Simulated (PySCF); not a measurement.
Ranking problems on computed properties.

All species are isolated and taken at one optimised geometry, non-relativistic unless stated; the electronic structure was computed with PySCF and density fitting.

The conformers computed, where there is a choice (atom-mapped SMILES and torsion angles):
- `[CH3:1][c:2]1[cH:3][cH:4][c:5]([CH2:6][F:7])[cH:8][cH:9]1`: C4–C5–C6–F7 0°
- `[CH3:1][C:2](=[O:3])[P:4]([CH3:5])([CH3:6])=[S:7]`: C1–C2–P4–C5 172°
- `[CH2:1]=[C:2]1[CH:3]=[CH:4][C:5]([CH2:6][CH3:7])=[C:8]1[F:9]`: C4–C5–C6–C7 -70°
- `[CH3:1][CH2:2][c:3]1[cH:4][cH:5][cH:6][c:7]([F:8])[cH:9]1`: C1–C2–C3–C4 89°
- `[CH3:1][CH2:2][c:3]1[cH:4][cH:5][c:6]([F:7])[cH:8][cH:9]1`: C1–C2–C3–C4 89°
- `[CH3:1][C:2]#[N+:3][CH2:4][CH:5]([F:6])[F:7]`: N3–C4–C5–F6 59°
- `[CH3:1][CH2:2][C@@H:3]([CH3:4])[p:5]1[pH:6][pH:7]1`: C1–C2–C3–C4 67°, C2–C3–P5–P6 149°
- `[F:1][C:2]([F:3])([F:4])[C@@H:5]1[CH2:6][C@H:7]1[SiH3:8]`: F1–C2–C5–C6 153°

(1) Rank by electronic spatial extent ⟨r²⟩ about the centre of nuclear charge, lowest first (PBE0/def2-SVPD at GFN2-xTB geometries).
A. `CC#[N+]CC(F)F`
B. `CC(=O)P(C)(C)=S`
C. `C=C1C=CC(CC)=C1F`
D. `FCc1ccc(C)cc1`
E. `Fc1cccc(CC)c1`
F. `CCc1ccc(F)cc1`

(2) By how much do the two ends of that ranking differ?

(3) Rank by smallest rotational constant, lowest first (GFN2-xTB).
A. `C=C1C=CC(CC)=C1F`
B. `CC#[N+]CC(F)F`
C. `CC[C@@H](C)p1[pH][pH]1`
D. `CCc1cccc(F)c1`
E. `CCc1ccc(cc1)F`
F. `CC(=O)P(C)(C)=S`

(4) Give the two extremes of that set in cm⁻¹.

(5) Rank by HOMO–LUMO gap, highest first (PBE0/def2-SVPD at GFN2-xTB geometries).
A. `CCc1cccc(F)c1`
B. `FC(F)(F)[C@@H]1C[C@H]1[SiH3]`
C. `C=C1C=CC(CC)=C1F`
D. `CCc1ccc(F)cc1`
E. `CC#[N+]CC(F)F`

(6) Give the two extremes of that set in kcal/mol.

(7) Rank by lowest singlet excitation, lowest first (TDDFT PBE0/def2-SVPD at GFN2-xTB geometries).
A. `CCc1ccc(F)cc1`
B. `FC(F)C[N+]#CC`
C. `CC(P(C)(C)=S)=O`
D. `C1=CC(CC)=C(F)C1=C`
E. `FC(F)(F)[C@@H]1C[C@H]1[SiH3]`

(8) Rank by static isotropic polarisability, highest first (PBE0/def2-SVPD at GFN2-xTB geometries).
A. `FC(F)(F)[C@@H]1C[C@H]1[SiH3]`
B. `C=C1C=CC(CC)=C1F`
C. `CC#[N+]CC(F)F`
D. `CCc1ccc(F)cc1`

(9) Rank by lowest triplet excitation (Tamm–Dancoff), highest first (TDA PBE0/def2-SVPD at GFN2-xTB geometries).
A. `FC(F)(F)[C@@H]1C[C@H]1[SiH3]`
B. `CC#[N+]CC(F)F`
C. `CCc1ccc(F)cc1`
D. `CP(C)(=S)C(C)=O`
E. `FC1=C(C=CC1=C)CC`

(10) By how much do the two ends of that ranking differ?

Results:

(1) A (841 bohr²), B (1124 bohr²), C (1262 bohr²), E (1304 bohr²), F (1367 bohr²), D (1406 bohr²).

(2) By 565 bohr², between `Cc1ccc(CF)cc1` and `CC#[N+]CC(F)F`.

(3) C (0.783 GHz), E (0.840 GHz), D (0.890 GHz), A (0.943 GHz), F (1.305 GHz), B (1.465 GHz).

(4) `CC[C@@H](C)p1[pH][pH]1`: 0.0261 cm⁻¹; `CC#[N+]CC(F)F`: 0.0489 cm⁻¹.

(5) B (9.19 eV), E (8.14 eV), A (6.69 eV), D (6.47 eV), C (4.18 eV).

(6) `C=C1C=CC(CC)=C1F`: 96 kcal/mol; `FC(F)(F)[C@@H]1C[C@H]1[SiH3]`: 212 kcal/mol.

(7) D (3.07 eV), C (3.44 eV), A (5.33 eV), B (6.92 eV), E (8.01 eV).

(8) B (96.9 au), D (91.5 au), A (74.7 au), C (53.5 au).

(9) A (7.58 eV), B (6.00 eV), C (4.10 eV), D (2.87 eV), E (2.07 eV).

(10) By 5.51 eV, between `FC(F)(F)[C@@H]1C[C@H]1[SiH3]` and `C=C1C=CC(CC)=C1F`.
